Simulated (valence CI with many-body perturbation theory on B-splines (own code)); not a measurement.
Values are calculated unless marked as measured or tabulated.
# Energy levels of Rb³⁰⁺

Method: configuration interaction combined with many-body perturbation theory (CI+MBPT): five valence electrons over a frozen Dirac-Fock core [He], radial functions for each j: 11 s, 11 p, 10 d, 8 f, 5 g, 2 h, with the one-electron correlation potential Σ1 (screened to all orders), the two-electron term Σ2, the three-electron term Σ3, Breit, model QED; selected single and double excitations, second order for the rest, scaled by the run's own slope (own B-spline code, finite nucleus).

The last digits are not significant, and no measured levels were compared; by estimate large intervals hold to a few tenths of a per cent, small ones and those within an open d or f shell to about a per cent. Among the levels kept, up to 5300 cm⁻¹ of a level comes from second order outside the variational space, and about a tenth of that is noise between levels of different J, which matters for small intervals.

Levels 181 to 208 of 208, with energies above the lowest level, (2s^2 2p1/2^2 2p3/2) J=3/2. "Leading %" is the weight of the configuration and term that name the level; weights of strongly mixed levels are sums over their largest components and can fall short, so below about 35 % the name and the second component can differ from the true leading terms, or belong to a minority configuration. In the jj column 3d3/2^4 stands for four electrons in 3d with j = 3/2.

| No. | Configuration | Term | J | E (× 10³ cm⁻¹) | Leading % | Leading jj | Second component |
| --- | --- | --- | --- | --- | --- | --- | --- |
| 181 | 2s.2p3.3d | 2D° | 5/2 | 19292 | 38 | 2s 2p1/2 2p3/2^2 3d3/2 (50 %) | 19 % 2s.2p3.3d 2F° |
| 182 | 2s.2p3.3p | 2D | 5/2 | 19299 | 51 | 2s 2p3/2^3 3p3/2 (73 %) | 27 % 2s.2p3.3p 4P |
| 183 | 2s.2p3.3d | 2F° | 7/2 | 19311 | 36 | 2s 2p1/2 2p3/2^2 3d5/2 (71 %) | 31 % 2s.2p3.3d 2G° |
| 184 | 2s.2p3.3d | 2P° | 3/2 | 19313 | 36 | 2s 2p1/2 2p3/2^2 3d3/2 (42 %) | 15 % 2s.2p3.3d 4P° |
| 185 | 2s.2p3.3d | 4P° | 1/2 | 19316 | 34 | 2s 2p1/2 2p3/2^2 3d3/2 (66 %) | 22 % 2s.2p3.3d 2P° |
| 186 | 2s.2p3.3d | 4D° | 5/2 | 19333 | 42 | 2s 2p1/2 2p3/2^2 3d3/2 (66 %) | 10 % 2s.2p3.3d 4F° |
| 187 | 2s.2p3.3d | 2P° | 1/2 | 19345 | 44 | 2s 2p1/2 2p3/2^2 3d5/2 (70 %) | 22 % 2s.2p3.3d 2S° |
| 188 | 2s.2p3.3d | 4D° | 3/2 | 19352 | 48 | 2s 2p1/2 2p3/2^2 3d3/2 (80 %) | 25 % 2s.2p3.3d 2D° |
| 189 | 2s.2p3.3p | 2P | 1/2 | 19357 | 56 | 2s 2p3/2^3 3p3/2 (74 %) | 30 % 2s.2p3.3p 2S |
| 190 | 2s.2p3.3d | 4D° | 7/2 | 19359 | 45 | 2s 2p1/2 2p3/2^2 3d5/2 (81 %) | 25 % 2s.2p3.3d 2F° |
| 191 | 2s.2p3.3d | 2F° | 5/2 | 19360 | 49 | 2s 2p1/2 2p3/2^2 3d5/2 (61 %) | 21 % 2s.2p3.3d 2D° |
| 192 | 2s.2p3.3d | 4D° | 1/2 | 19370 | 60 | 2s 2p1/2 2p3/2^2 3d3/2 (83 %) | 31 % 2s.2p3.3d 2P° |
| 193 | 2s.2p3.3d | 2D° | 3/2 | 19394 | 47 | 2s 2p1/2 2p3/2^2 3d5/2 (80 %) | 37 % 2s.2p3.3d 2P° |
| 194 | 2s.2p3.3d | 2D° | 3/2 | 19419 | 42 | 2s 2p1/2 2p3/2^2 3d5/2 (62 %) | 19 % 2s.2p3.3d 2P° |
| 195 | 2p4.3s | 4P | 5/2 | 19448 | 74 | 2p1/2^2 2p3/2^2 3s (86 %) | 16 % 2p4.3s 2D |
| 196 | 2s.2p3.3p | 2P | 1/2 | 19459 | 43 | 2s 2p3/2^3 3p1/2 (80 %) | 20 % 2s.2p3.3p 2S |
| 197 | 2s.2p3.3d | 2D° | 5/2 | 19462 | 49 | 2s 2p1/2 2p3/2^2 3d5/2 (62 %) | 19 % 2s.2p3.3d 2F° |
| 198 | 2s.2p3.3p | 2D | 3/2 | 19466 | 40 | 2s 2p3/2^3 3p1/2 (81 %) | 30 % 2s.2p3.3p 2P |
| 199 | 2p4.3s | 2P | 3/2 | 19508 | 52 | 2p1/2^2 2p3/2^2 3s (85 %) | 21 % 2p4.3s 2D |
| 200 | 2s.2p3.3p | 2D | 5/2 | 19547 | 52 | 2s 2p3/2^3 3p3/2 (81 %) | 27 % 2s.2p3.3p 4P |
| 201 | 2s.2p3.3p | 2P | 3/2 | 19562 | 60 | 2s 2p3/2^3 3p3/2 (85 %) | 11 % 2s.2p3.3p 2D |
| 202 | 2s.2p3.3d | 2G° | 9/2 | 19652 | 53 | 2s 2p3/2^3 3d5/2 (75 %) | 38 % 2s.2p3.3d 4F° |
| 203 | 2p4.3s | 2S | 1/2 | 19652 | 22 | 2s 2p3/2^3 3p3/2 (48 %) | 16 % 2s.2p3.3p 2P |
| 204 | 2s.2p3.3d | 2S° | 1/2 | 19677 | 38 | 2s 2p3/2^3 3d3/2 (65 %) | 33 % 2s.2p3.3d 4P° |
| 205 | 2s.2p3.3d | 2P° | 3/2 | 19683 | 41 | 2s 2p3/2^3 3d3/2 (58 %) | 23 % 2s.2p3.3d 4P° |
| 206 | 2s.2p3.3d | 2D° | 5/2 | 19695 | 51 | 2s 2p3/2^3 3d5/2 (54 %) | 18 % 2s.2p3.3d 4P° |
| 207 | 2p4.3s | 4P | 1/2 | 19700 | 27 | 2p1/2^2 2p3/2^2 3s (45 %) | 20 % 2p4.3s 2S |
| 208 | 2s.2p3.3d | 2F° | 7/2 | 19700 | 50 | 2s 2p3/2^3 3d5/2 (59 %) | 26 % 2s.2p3.3d 4D° |
